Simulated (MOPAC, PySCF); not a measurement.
C₃H₈OSi, SMILES `C(/C[SiH3])=C\O` (H–O–C–C torsion -1°, C–C–C–Si torsion -111°), neutral singlet in the gas phase. 

Cartesian coordinates (Å):
```xyz
13

O      2.8917     0.7874     0.1133
C      1.7804     0.1425    -0.3139
C      0.7175    -0.1842     0.4145
C     -0.4940    -0.8617    -0.1363
Si    -1.9915     0.2821    -0.1319
H      2.7961     0.9976     1.0478
H      1.8504    -0.0949    -1.3706
H      0.7024     0.0800     1.4714
H     -0.3162    -1.1919    -1.1647
H     -0.7425    -1.7591     0.4419
H     -2.2167     0.8115     1.2411
H     -3.2207    -0.4392    -0.5654
H     -1.7570     1.4298    -1.0473
```
Charge 0, spin multiplicity 1.

All levels are single points at this geometry (PBE0-D3(BJ)/def2-TZVP); Pople sets use spherical d functions. Orbital energies aren't observables, and empty levels follow the basis.

PBE0-D3(BJ)/def2-TZVP in PySCF gives dipole (D) = 1.02.

### Question
Estimate the dipole (D) from each of these levels: ωB97X-D3(BJ)/def2-TZVP in PySCF; M06-2X/6-31G* in PySCF; SVWN5/6-31G* in PySCF; HF/3-21G in PySCF; AM1 in MOPAC.

### Answer

| level | dipole (D) |
|---|---|
| ωB97X-D3(BJ)/def2-TZVP in PySCF | 1.02 |
| M06-2X/6-31G* in PySCF | 1.06 |
| SVWN5/6-31G* in PySCF | 1.11 |
| HF/3-21G in PySCF | 1.19 |
| AM1 in MOPAC | 0.85 |
